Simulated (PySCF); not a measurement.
# Electron correlation in Si²⁺ (silicon, charge +2)

[Ne] 3s2, closed-shell 1S. All numbers are calculated (PySCF 2.14, the non-relativistic Hamiltonian (point nucleus), in aug-cc-pwCVDZ). Frozen: 1s2; 10 electrons correlated.

```
  level  correlation energy (mhartree)
   CCSD                        -183.13
    (T)                          -1.71
CCSD(T)                        -184.84
  CCSDT                        -184.88
```

Diagnostics: T1 = 0.0042, D1 = 0.0114, largest double amplitude 0.110.

Question: Is a single reference adequate?

Answer: Mostly. T1 lies below 0.03, but a double amplitude of this size points to a near-degeneracy that CCSD handles and MP2 describes poorly.
